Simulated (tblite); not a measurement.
C3H6NSSi (doublet state).
Cartesian coordinates in Å at the GFN2-xTB level; atoms count from 1:
```
atom  x, y, z in Å
C1    -2.7696    0.1237   -0.0687
C2    -1.4646    0.4249   -0.2534
C3    -0.4036   -0.4137    0.1232
N4     0.8547   -0.0411   -0.0949
Si5    2.3536   -0.6361    0.1530
S6     3.8422    0.7135   -0.5689
H7    -3.5524    0.7938   -0.3734
H8    -3.0702   -0.8025    0.3904
H9    -1.1915    1.3634   -0.7166
H10   -0.6371   -1.3655    0.5916
H11    3.0528   -1.7822    0.6956
H12    2.9869    1.6212   -1.0069
```

Level: GFN2-xTB in tblite, geometry and Hessian alike; calculated harmonic values, unscaled, isolated species. Against measured fundamentals such values can be off by several per cent, at times by over 20. Modes of hydrogen on silicon and sulfur can be 10 to 20 % off. One conformer, not necessarily the lowest. Open shells enter through the occupations alone, without spin polarisation, and single modes of such species can be off by tens of per cent.

Harmonic wavenumbers (cm⁻¹): 81.7, 82.7, 108.1, 182.2, 198.7, 263.5, 347.7, 411.7, 442.6, 540.7, 573.7, 626.3, 735.8, 756.4, 803.0, 917.1, 984.3, 1058.7, 1217.8, 1257.4, 1302.4, 1411.0, 1434.7, 1552.1, 2375.3, 2493.7, 2975.1, 3070.6, 3109.1, 3147.2.

A = 9809, B = 805.7, C = 744.6 MHz; mass 115.999 u (most abundant isotopes); point group Cs, symmetry number 1; spin multiplicity 2.

Task: Zero-point energy?

Result: ½Σν̃ = 17231 cm⁻¹ = 49.27 kcal/mol.

Task: Give the ideal-gas entropy at 400 K and 1 bar in the rigid-rotor, harmonic-oscillator model (classical rotation).

Result: Translation 41.65, rotation 29.27, vibration 30.20, spin (R ln 2) 1.38: S = 102.5 cal/(mol K).

Task: And Cp and H(400 K) − H(0)?

Result: Cp = 36.61 cal/(mol K), of which vibrations give 28.66 (their classical limit is 30 R = 59.6); H(400 K) − H(0) = 9.44 kcal/mol without the zero-point energy, 6.26 from vibrations.

Task: What must be added to the electronic energy to get the Gibbs energy at 400 K and 1 bar?

Result: ZPE + [H(400 K) − H(0)] − T·S = 49.27 + 9.44 − 41.00 = 17.71 kcal/mol.

Task: How do the functions run with temperature in this model?

Result: 
```tsv
T (K)	S (cal/(mol K))	Cp (cal/(mol K))	H − H(0) (kcal/mol)	G − H(0) (kcal/mol)	ln q(vib)
100	67.5	16.8	1.19	-5.56	1.14
200	81.6	24.5	3.26	-13.05	3.22
300	92.8	31.1	6.05	-21.78	5.30
500	111.2	41.0	13.33	-42.24	9.24
800	132.6	50.0	27.12	-78.95	14.51
1000	144.2	53.9	37.53	-106.65	17.63
```

q(vib) and H(0) count from the zero-point level.

Task: Which modes carry the vibrational entropy at 400 K?

Result: 81.7 cm⁻¹: 4.43; 82.7 cm⁻¹: 4.40; 108.1 cm⁻¹: 3.88; 182.2 cm⁻¹: 2.86; 198.7 cm⁻¹: 2.70; 263.5 cm⁻¹: 2.17 cal/(mol K); the other 24 give 9.76 together.

Hindered rotation and anharmonicity are outside this model. Other conformers, if any are populated, would add a mixing term that is left out.
